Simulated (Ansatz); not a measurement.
Start from `C[SiH2]C(C)F` and change one atom or group to get `C[SiH2]C(C)O`.

Ansatz, PBE0-D4/def2-TZVP geometries, multiplicity 1. Each molecule was computed in one conformer, which needn't be the lowest.

```json
{"property": "LUMO energy (ωB97M-V/def2-TZVPP) / eV", "`C[SiH2]C(C)F`": "2.22"}
{"property": "HOMO–LUMO gap (ωB97M-V/def2-TZVPP) / eV", "`C[SiH2]C(C)F`": "12.59"}
{"property": "LUMO energy (PBE/def2-TZVPP) / eV", "`C[SiH2]C(C)F`": "-0.05"}
{"property": "ideal-gas entropy at 298 K and 1 bar (rigid rotor, harmonic PBE0-D4/def2-TZVP) / J/(mol·K)", "`C[SiH2]C(C)F`": "356"}
{"property": "size of the dipole moment (ωB97M-V/def2-TZVPP) / D", "`C[SiH2]C(C)F`": "1.55"}
{"property": "zero-point energy (PBE0-D4/def2-TZVP) / kJ/mol", "`C[SiH2]C(C)F`": "292.5"}
```

Q: What does the change do to each property? (An estimate is asked.)

A: Ansatz gave: 
```tsv
property	`C[SiH2]C(C)O`	shift
LUMO energy (ωB97M-V/def2-TZVPP) / eV	2.20	-0.02
HOMO–LUMO gap (ωB97M-V/def2-TZVPP) / eV	11.71	-0.88
LUMO energy (PBE/def2-TZVPP) / eV	-0.16	-0.11
ideal-gas entropy at 298 K and 1 bar (rigid rotor, harmonic PBE0-D4/def2-TZVP) / J/(mol·K)	361	5
size of the dipole moment (ωB97M-V/def2-TZVPP) / D	1.80	0.25
zero-point energy (PBE0-D4/def2-TZVP) / kJ/mol	324.4	31.9
```

With PBE0 the HOMO rises by 0.91 eV and the LUMO falls by 0.08 eV, so the gap narrows by about 0.99 eV. PBE moves the HOMO by 0.93 eV and ωB97M-V by 0.86 eV. The zero-point energy changes by 31.9 kJ/mol with +3 modes. Dipoles are sizes alone; their direction can turn.

Positive LUMOs are unbound, so they and the gaps depend on the basis.
